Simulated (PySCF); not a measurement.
Compound: C₇H₈NOP.
Atom-mapped SMILES: `[CH3:1][CH:2]([CH3:3])[c:4]1[o:5][cH:6][c:7]([C:8]#[N:9])[p:10]1` (hydrogens: H11, H12, H13 on C1; H14 on C2; H15, H16, H17 on C3; H18 on C6)

Geometry (PBE0-D3(BJ)/def2-SVP, Å), atoms numbered from 1 in this order:
```xyz
18
C7H8NOP angstrom
C     -2.038    0.744    0.920
C     -1.263    0.294   -0.311
C     -1.767   -1.049   -0.845
C      0.206    0.238   -0.041
O      0.966   -0.036   -1.124
C      2.268   -0.096   -0.844
C      2.577    0.127    0.466
C      3.899    0.111    0.980
N      4.973    0.099    1.418
P      1.082    0.442    1.421
H     -1.923    0.022    1.744
H     -1.696    1.727    1.279
H     -3.111    0.820    0.689
H     -1.401    1.049   -1.108
H     -1.655   -1.834   -0.081
H     -2.832   -0.979   -1.113
H     -1.208   -1.358   -1.739
H      2.921   -0.312   -1.689
```

Computed with PySCF at PBE0/pcSseg-1, non-relativistic, on one gas-phase PBE0-D3(BJ)/def2-SVP geometry that isn't relaxed in the solvent. The solvent is an IEF-PCM continuum (cavity from Bondi-type radii × 1.2). Only the electrostatic response of the medium enters.

Gas phase at PBE0/pcSseg-1: HOMO -7.34 eV, LUMO -1.39 eV, dipole 5.50 D.

Task: What does the continuum do to the energy, the frontier levels and the dipole at PBE0/pcSseg-1 in tetrahydrofuran and methanol?

Result: 
```
        solvent      ε  E(solvent) − E(gas) (kcal/mol)  polarisation term (kcal/mol)  distortion of the solute (kcal/mol)  HOMO (eV)  LUMO (eV)  dipole (D)
tetrahydrofuran  7.426                           -5.62                         -6.67                                 1.05      -7.15      -1.25        6.86
       methanol  32.61                           -6.66                         -8.16                                 1.50      -7.13      -1.25        7.12
```

The first energy column is the sum of the next two and covers electrostatics alone. From tetrahydrofuran to methanol the lowering changes by a factor 1.19, Onsager's factor (ε − 1)/(2ε + 1) by 1.18 and ε itself by 4.4.

Task: Which radius a makes the point-dipole formula ΔE = −[(ε − 1)/(2ε + 1)]·μ²/a³ give the value in methanol, with the gas-phase dipole?

Result: μ = 2.163 au and |ΔE| = 0.01062 Eh give a = 3.15 Å; the farthest nucleus lies 5.17 Å from the centroid of the nuclei, so such a sphere wouldn't even hold the nuclei. The formula assumes a rigid point dipole at the centre of a sphere.

Task: Give the dipole vector in the frame of the coordinates (D, pointing from negative to positive charge), gas and methanol.

Result: Gas (-4.76, -0.19, -2.75), solvent (-6.04, -0.26, -3.77). Its length changes by +29 % and its direction by 2°.

Task: Which Hirshfeld charges (PBE0/pcSseg-1) respond most in methanol (means over atoms taken as equivalent)?

Result: 
```csv
atoms,environment,gas (e),solvent (e),change
N9,nitrile nitrogen,-0.220,-0.281,-0.061
C6,aromatic CH next to a ring oxygen,+0.043,+0.060,+0.017
H18,aromatic hydrogen,+0.080,+0.097,+0.017
P10,phosphorus bonded to 2 C,+0.081,+0.066,-0.015
C8,nitrile carbon,+0.062,+0.075,+0.013
C4,substituted aromatic carbon,+0.030,+0.037,+0.007
```

Time: 44 s wall; peak memory 1.2 GiB. Hardware: one thread of an Arm Neoverse V1, no GPU (shared host). This is the whole shielding run at PBE0/pcSseg-1 in methanol, SCF included.
